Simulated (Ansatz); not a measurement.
Basis-set extrapolation for CH₃FO₂Si (`FC1O[SiH2]O1`) (PBE0-D4/def2-TZVP geometry, frozen core, the Gaussian-basis code of Ansatz). Multiplicity 1, RHF reference.

|  | def2-TZVPP | def2-QZVPP |
| --- | --- | --- |
| HF | -577.913283 | -577.935926 |
| MP2 correlation | -0.986916 | -1.068779 |
| CCSD(T) correlation | -1.041681 | not run |

Energies in hartree. Use E(X) = E(∞) + A·exp(−7.88·√X) for Hartree–Fock and E(X) = E(∞) + B·X^(−2.97) for correlation, with X = 3 and 4, and add CCSD(T) minus MP2 of the smaller set to the MP2 limit.

Question: What is the CCSD(T) energy at the basis-set limit?

Answer: HF limit: -577.935926 + (-0.022643) × 0.13774 = -577.93904. MP2 limit: -1.068779 + (-0.081863) × 0.74074 = -1.12942. Higher-order term: -1.041681 − (-0.986916) = -0.05477. Total: -579.12323 hartree, 105.6 kcal/mol below CCSD(T)/def2-TZVPP.
